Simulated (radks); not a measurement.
The manganese ion Mn2+, configuration [Ar] 3d4 4p1 (not the ground configuration). All-electron calculation, non-relativistic Kohn-Sham, exchange-only B88, spin-unpolarised, spherical densities, point nucleus. Program: a radial shooting solver on a logarithmic mesh with Libxc functionals.

Normalised radial functions P(r) = r R(r), r in bohr:

r	2s
0.009457	0.5455
0.01251	0.6651
0.01656	0.7878
0.02191	0.8956
0.02898	0.9585
0.03866	0.9308
0.05115	0.7604
0.06768	0.4013
0.08955	-0.1575
0.1185	-0.8524
0.158	-1.5377
0.2091	-1.9398
0.2766	-1.9024
0.366	-1.4480
0.4882	-0.8089
0.646	-0.3230
0.8547	-0.0835
1.131	-0.0125
1.496	-0.0009
1.996	0.0000
2.641	0.0000
3.494	0.0000
4.623	0.0000
6.116	0.0000
8.158	0.0000
10.79	0.0000
14.28	0.0000

2s: eigenvalue -758.74 eV, 1 radial node at r = 0.0835 bohr, <r> = 0.283 bohr, 90 % of the charge inside 0.438 bohr.
